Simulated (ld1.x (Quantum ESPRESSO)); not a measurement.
The numbers below are computed, except where a source is named.
## Potentials for O compared

Generated with ld1.x 7.5 (TM, RRKJ, ultrasoft, PAW), atompaw 4.2 or ONCVPSP 4.0.1. The cutoff is in Ry: for ld1.x and atompaw files where the sum of valence levels is converged to 10 mRy in a Bessel basis, for ONCV files where the hardest occupied wave has 1 mHa per electron of residual kinetic energy. The error is the largest all-electron minus pseudo excitation energy over each file’s own four to seven test configurations (ionisations up to +4, promotions, holes and added fractions of an electron), all of which were solved. The labels leave out finer settings (local radius, basis sizes, second energies), which also bear on the numbers. Spin-polarised tests are not counted. The rows are a selection from randomly drawn settings: files with unsolved tests, undetermined cutoffs or missed reference levels are left out.

| potential | cutoff (Ry) | largest error (meV) | bound ghosts |
| --- | --- | --- | --- |
| RRKJ, PBEsol, non-relativistic, rc 0.80/1.00 (sp), local s, core correction yes, reference 2s2 2p4 | 110 | +523 | none |
| ultrasoft, LDA (PZ), scalar-relativistic, rc 0.85/1.60/1.85 (spd), local d, core correction no, reference 2s2 2p4 | 30 | +1471 | none |
| TM semilocal, LDA (PZ), scalar-relativistic, rc 0.68/1.60 (sp), local s, core correction no, reference 2s2 2p4 | 100 | +938 | none |
| RRKJ, PBE, scalar-relativistic, rc 0.80/0.95 (sp), local s, core correction yes, reference 2s1.5 2p4.5 | 120 | +471 | none |
| TM, PBE, fully relativistic, rc 0.65/1.10/0.80 (spd), local p, core correction no, reference 2s2 2p3 | 160 | +806 | none |

**Question.** Fill in the row for O: TM, PBE, scalar-relativistic, rc 0.75/1.15 (sp), local smoothed, core correction yes, reference 2s2 2p3.

**Answer.** cutoff 100 Ry, largest error +745 meV, bound ghosts: none.

**Question.** Fill in the row for O: ultrasoft, PBE, fully relativistic, rc 0.85/2.05/1.95 (spd), local d, core correction no, reference 2s2 2p3.5.

**Answer.** cutoff 30 Ry, largest error +526 meV, bound ghosts: none.

**Question.** Fill in the row for O: TM, PBEsol, non-relativistic, rc 0.75/1.45 (sp), local s, core correction yes, reference 2s2 2p4.

**Answer.** cutoff 80 Ry, largest error +1860 meV, bound ghosts: none.
